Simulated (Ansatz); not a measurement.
Total energies of B(NH2tBu)Cl3 (C₄H₁₁BCl₃N) from Ansatz at PBE0-D4/def2-TZVP, gas phase (1 Eh = 27.2114 eV = 2625.5 kJ/mol). The reference geometry is relaxed at PBE-D4/def2-SVP.

```xyz
20

B    -2.044    1.044    0.460
N    -1.050   -0.199    0.033
C     0.474   -0.225   -0.101
C     0.821   -1.653   -0.556
C     0.921    0.789   -1.157
C     1.121    0.067    1.256
H    -1.322   -0.947    0.695
H    -1.451   -0.508   -0.870
H     0.494   -2.410    0.187
H     1.917   -1.756   -0.676
H     0.354   -1.895   -1.534
H     0.416    0.619   -2.130
H     0.705    1.826   -0.844
H     2.012    0.682   -1.315
H     0.908    1.096    1.596
H     0.762   -0.630    2.040
H     2.218   -0.060    1.162
Cl   -3.697    0.187    0.391
Cl   -1.920    2.376   -0.799
Cl   -1.639    1.597    2.163
```

```csv
state,geometry,energy (Eh)
charge 0 singlet,reference,-1618.81438
charge 1 doublet,reference,-1618.45273
charge 1 doublet,relaxed at PBE-D4/def2-SVP,-1618.45993
charge -1 doublet,reference,-1618.77229
free B atom (doublet),–,-24.61828
free N atom (quartet),–,-54.54382
free C atom (triplet),–,-37.80537
free H atom (doublet),–,-0.50104
free Cl atom (doublet),–,-459.99739
```

(1) Work out the vertical ionisation energy to the doublet.

(2) Work out the vertical electron affinity, to the doublet.

(3) Give the fundamental gap IE − EA, the Mulliken electronegativity (IE + EA)/2 and the hardness (IE − EA)/2.

(4) How much does the charge 1 doublet relax, and what is the adiabatic ionisation energy?

(5) What is the binding energy per atom against free atoms?

(1) E(charge 1 doublet) − E(charge 0 singlet) = -1618.45273 − (-1618.81438) = 0.36165 Eh = 9.84 eV. For comparison, −ε of the highest occupied level is 7.86 eV at this level, 1.98 eV less.

(2) E(charge 0 singlet) − E(charge -1 doublet) = -1618.81438 − (-1618.77229) = -0.04209 Eh = -1.15 eV; negative, so the extra electron isn't bound. The basis lacks diffuse functions, which makes affinities too small.

(3) From the values in Eh: IE − EA = 0.36165 − (-0.04209) = 0.40374 Eh = 10.99 eV; (IE + EA)/2 = 4.35 eV; (IE − EA)/2 = 5.49 eV. The HOMO–LUMO gap of the same run is 7.79 eV, 3.20 eV smaller than the fundamental gap.

(4) Relaxation: -1618.45273 − (-1618.45993) = 0.00720 Eh = 0.20 eV. Adiabatic ionisation energy: 0.35445 Eh = 9.65 eV, without zero-point energy. 

(5) Atoms: 1 × (-24.61828) + 1 × (-54.54382) + 4 × (-37.80537) + 11 × (-0.50104) + 3 × (-459.99739) = -1615.88719 Eh. Binding: -1615.88719 − (-1618.81438) = 2.92719 Eh = 79.65 eV, or 3.98 eV for each of 20 atoms (no zero-point energy, no counterpoise term).

At PBE0-D4/def2-TZVP the highest occupied level of the charge -1 doublet lies above zero (up to 2.48 eV). By energy differences it is unbound by 1.15 eV (vertical, to the charge 0 singlet, at PBE0-D4/def2-TZVP) and held by the finite basis.
